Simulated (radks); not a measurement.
The neon ion Ne2+ inside a hard spherical wall (all orbitals vanish at R), configuration held at [He] 2s2 2p4 and not refilled when levels cross. All-electron calculation, non-relativistic Kohn-Sham, r2SCAN, spin-unpolarised, spherical densities, point nucleus; meta-GGA in the generalised Kohn-Sham scheme. Program: a radial shooting solver on a logarithmic mesh with Libxc functionals. Eigenvalues in eV, with the zero of energy where the potential of the charges vanishes at infinity; a dash marks a level that is unbound or too diffuse for the functional's potential to be trusted. A positive occupied level is held by the wall or, in an anion where self-interaction has pushed it up, behind a barrier. The pressure on the wall is -dE/dV.

R (bohr)	E (hartree)	kinetic (hartree)	e(1s)	e(2s)	e(2p)	e(3s, empty)	e(3p, empty)	pressure (GPa)
free	-126.46681	126.229	-887.81	-80.115	-55.478	-	-	0
10	-126.46681	126.229	-887.81	-80.115	-55.478	-	-	< 0.0001
8	-126.46681	126.229	-887.81	-80.115	-55.478	-	-	< 0.0001
7	-126.46681	126.229	-887.81	-80.115	-55.478	-14.526	-	< 0.0001
6	-126.46681	126.229	-887.81	-80.115	-55.478	-14.299	-9.957	< 0.0001
5	-126.46680	126.229	-887.81	-80.115	-55.478	-13.473	-8.567	0.00325
3	-126.45365	126.355	-887.23	-79.756	-55.057	1.012	8.513	12.1
2.5	-126.39047	126.818	-885.35	-78.580	-53.682	17.919	25.465	100
2	-126.03160	128.811	-878.36	-73.834	-48.351	59.302	63.542	889
